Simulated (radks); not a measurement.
Initial-state core-level shifts of the dysprosium ion Dy3+ when its valence configuration changes from [Xe] 4f9. Calculated with a radial shooting solver on a logarithmic mesh with Libxc functionals: Dirac Kohn-Sham, PBEsol, spin-unpolarised, spherical densities, point nucleus; open shells are shared between the two j in proportion to 2j + 1. Shifts are changes of the shell-averaged eigenvalues in eV (positive: less bound).

valence           3s       3p       3d       4s
4f8.5 6p0.5   -6.824   -6.812   -6.773   -6.527
4f7 6s2      -27.290  -27.237  -27.062  -25.584
4f8 5d1       -9.554   -9.529   -9.425   -8.900
4f8.5 5d0.5   -4.634   -4.622   -4.572   -4.342
4f8 6s1      -12.863  -12.839  -12.757  -12.184
4f7 5d2      -20.180  -20.125  -19.902  -18.574
4f8.5 6s0.5   -6.221   -6.210   -6.170   -5.922
4f6 6s1 6p2  -45.384  -45.295  -45.023  -42.251
4f7 6p2      -29.612  -29.558  -29.385  -27.903
